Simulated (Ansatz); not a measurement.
The same path of C2H5ClO2Si (11 atoms, charge 0, multiplicity 1) was run 3 times with different band settings. The coordinate that changes most is the dihedral O1–C2–C3–Cl4.

Computed with RKS B3LYP-D4/6-31G* in Ansatz 0.2.0.

Relaxed end points:

```xyz
11
Properties=species:S:1:pos:R:3
O -1.068 0.202 2.532
C -0.481 -0.319 1.442
C -0.017 0.333 0.359
Cl -0.214 2.110 0.330
Si 0.789 -0.467 -1.111
O -0.149 -0.435 -2.484
H -1.125 1.170 2.421
H -0.394 -1.399 1.506
H 2.093 0.209 -1.346
H 0.966 -1.898 -0.771
H -0.336 0.438 -2.858
```

```xyz
11
Properties=species:S:1:pos:R:3
O -0.737 -0.883 2.045
C -0.616 0.365 1.540
C -0.052 0.702 0.365
Cl -0.056 2.433 -0.063
Si 0.714 -0.401 -0.921
O -0.184 -0.483 -2.317
H -0.358 -1.529 1.423
H -1.041 1.101 2.217
H 2.100 0.062 -1.180
H 0.733 -1.789 -0.380
H -0.437 0.365 -2.708
```

Common settings: spring 5.0 eV/Å²; optimiser quadratic models (default); start path through a guess of the saddle point; force threshold 0.05 eV/Å; end points relaxed.

| run | movable images | climbing image | iteration limit |
| --- | --- | --- | --- |
| 1 | 5 | yes | 60 |
| 2 | 8 | no | 60 |
| 3 | 5 | yes | 10 |

(1) What does each run give, and how far can it be trusted?

Results:

(1) Run 1: converged after 47 iterations, highest image 2.768 eV above the first end. Neighbouring images differ by up to 2.3 eV, so the band resolves the path poorly. A vibrational analysis at the climbing image gives one clearly imaginary mode, 761i cm⁻¹: a first-order saddle point.
Run 2: converged after 25 iterations, highest image 2.218 eV above the first end. Neighbouring images differ by up to 1.4 eV, so the band resolves the path poorly. No image climbed, so the highest image needn't sit at the top of the path.
Run 3: not converged after 10 iterations, highest image 2.958 eV above the first end. The band didn't meet its force threshold, so its energies are provisional: the largest band force was still 0.77 eV/Å, and over the last iterations the top moved between 2.32 and 2.96 eV.
